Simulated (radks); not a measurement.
The numbers below are computed, except where a source is named.
Task: The table gives one normalised radial function P(r) = r R(r) (large component) of Sn28+ in [Ar] 3d4 (r in bohr). Level of theory: Dirac Kohn-Sham, PBE, spin-unpolarised, spherical densities, finite nucleus; open shells fill j = l - 1/2 first; Fermi nuclear charge, rms radius 4.6519 fm (a radial shooting solver on a logarithmic mesh with Libxc functionals).

r           P
0.00144    0.0035
0.001624   0.0044
0.001831   0.0056
0.002064   0.0070
0.002327   0.0089
0.002624   0.0111
0.002958   0.0140
0.003336   0.0175
0.003761   0.0220
0.00424    0.0275
0.004781   0.0343
0.00539    0.0428
0.006078   0.0533
0.006908   0.0671
0.007788   0.0831
0.008781   0.1026
0.009901   0.1263
0.01116    0.1549
0.01259    0.1892
0.01419    0.2300
0.016      0.2781
0.01804    0.3343
0.02034    0.3991
0.02293    0.4728
0.02586    0.5551
0.02916    0.6452
0.03287    0.7412
0.03706    0.8401
0.04179    0.9373
0.04712    1.0267
0.05312    1.1000
0.0599     1.1475
0.06753    1.1579
0.07614    1.1192
0.08585    1.0199
0.0968     0.8510
0.1091     0.6078
0.1231     0.2924
0.1387    -0.0843
0.1564    -0.5016
0.1764    -0.9289
0.1989    -1.3283
0.2242    -1.6591
0.2528    -1.8838
0.285     -1.9759
0.324     -1.9190
0.3653    -1.7343
0.4118    -1.4566
0.4643    -1.1323
0.5236    -0.8101
0.5903    -0.5294
0.6656    -0.3129
0.7504    -0.1653
0.8461    -0.0770
0.954     -0.0312
1.076     -0.0108
1.213     -0.0031
1.367     -0.0007
1.542     -0.0001
1.738     0.0000
1.96      0.0000

Which n and l does it have? It may be an empty orbital.

Result: n = 3, l = 1: the number of nodes gives n - l - 1 = 1, the rise at small r points to l (this Dirac orbital starts outside the nucleus as r^gamma with gamma = sqrt((l + 1)^2 - (Z/c)^2) = 1.97; the j = 3/2 orbital of l + 1 starts with the same power, but with a smaller coefficient, and then steepens), and the extent must fit the shell. The curve is that of 3p3/2; the two j differ most near the nucleus, where j = l - 1/2 has the larger amplitude, and in heavy atoms j = l - 1/2 is also the more compact. 3p3/2: eigenvalue -1731.3 eV, 1 radial node at r = 0.135 bohr, <r> = 0.315 bohr, 90 % of the charge inside 0.468 bohr.
